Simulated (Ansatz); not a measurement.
Ansatz (a program for electronic structure) input (RI-MP2/cc-pVTZ):
A basis named .json is the Basis Set Exchange file of that set.

Ansatz 0.2 input:
```yaml
crystal:
  periodic: [false, false, false]
  atoms:
    - {symbol: C, position_ang: [1.91512350, -0.50322873, -0.29802988]}
    - {symbol: C, position_ang: [0.84547305, -0.21616197, 0.52891210]}
    - {symbol: C, position_ang: [-0.40939998, 0.10791624, 0.10113902]}
    - {symbol: F, position_ang: [-1.42306414, 0.38014917, 0.90587668]}
    - {symbol: F, position_ang: [-0.77318169, 0.19147699, -1.16651327]}
    - {symbol: H, position_ang: [1.81731917, -0.48743761, -1.37366532]}
    - {symbol: H, position_ang: [2.87732828, -0.75088437, 0.12237704]}
    - {symbol: H, position_ang: [0.96438556, -0.23746665, 1.60489010]}
basis:
  gaussian:
    orbitals: cc-pVTZ
    fitting: {mean_field: def2-universal-jkfit, correlation: cc-pVTZ-RIFIT.json}
magnetization: {spin_polarized: true, initial_magnetization: 1}
correlation: {method: mp2, electrons: outside_noble_gas}
```

End of the output:

```
integrals: 0.15 GiB planned
433 factors; integrals over basis functions are off by at most 9.4e-1 eV
495 factors; integrals over basis functions are off by at most 6.9e-1 eV
0.40 GiB of device memory are held for the factors and their scratch space
mean field: 0.54 GiB planned
mean field evaluation 1: about -8547.8508 eV, gradient 2.9e1 eV
mean field evaluation 2: about -8550.7185 eV, gradient 1.8e1 eV
mean field evaluation 4: about -8552.1335 eV, gradient 2.0e0 eV
mean field evaluation 8: about -8552.2777 eV, gradient 3.9e-3 eV
mean field -8552.27770979 eV, -314.2904088927 hartree, gradient 1.8e-6 eV, S^2 0.939531; 0 other end points of the search recorded, 0 dependent functions left out
5 core orbitals not correlated
reference -8552.27770979 eV, -314.2904088927 hartree; 15, 14 occupied and 172, 173 virtual orbitals, 495 factors
second order -25.52822190 eV of doubles, -0.00000000 eV of singles
Total energy: -8577.80593169 eV, -315.2285537438 hartree
```

It need not be the lowest isomer of its formula.

The determinant is spin-contaminated: <S^2> is 0.94 against 0.75 for a pure state.
